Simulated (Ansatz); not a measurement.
Start from `F[SiH2][SiH](F)S` and change one atom or group to get `F[SiH]([SiH3])S`.

Ansatz, PBE0-D4/def2-TZVP geometries, multiplicity 1. Each molecule was computed in one conformer, which needn't be the lowest.

```json
{"property": "HOMO–LUMO gap (B3LYP/def2-TZVPP) / eV", "`F[SiH2][SiH](F)S`": "6.41"}
{"property": "LUMO energy (ωB97M-V/def2-TZVPP) / eV", "`F[SiH2][SiH](F)S`": "0.64"}
{"property": "LUMO energy (PBE/def2-TZVPP) / eV", "`F[SiH2][SiH](F)S`": "-1.99"}
{"property": "HOMO energy (B3LYP/def2-TZVPP) / eV", "`F[SiH2][SiH](F)S`": "-7.73"}
{"property": "HOMO–LUMO gap (PBE0/def2-TZVPP) / eV", "`F[SiH2][SiH](F)S`": "6.83"}
{"property": "size of the dipole moment (ωB97M-V/def2-TZVPP) / D", "`F[SiH2][SiH](F)S`": "1.41"}
```

Question: Give the same properties after the change, and the shifts. (An estimate is asked.)

Answer: Ansatz gave: 
```csv
property,`F[SiH]([SiH3])S`,shift
HOMO–LUMO gap (B3LYP/def2-TZVPP) / eV,7.01,0.60
LUMO energy (ωB97M-V/def2-TZVPP) / eV,1.34,0.70
LUMO energy (PBE/def2-TZVPP) / eV,-1.29,0.70
HOMO energy (B3LYP/def2-TZVPP) / eV,-7.62,0.11
HOMO–LUMO gap (PBE0/def2-TZVPP) / eV,7.42,0.59
size of the dipole moment (ωB97M-V/def2-TZVPP) / D,1.37,-0.04
```

With PBE0 the HOMO rises by 0.11 eV and the LUMO rises by 0.70 eV, so the gap widens by about 0.59 eV. PBE moves the HOMO by 0.10 eV and ωB97M-V by 0.10 eV. Dipoles are sizes alone; their direction can turn.

B3LYP here is the variant with VWN-RPA as its local correlation; programs differ in this.
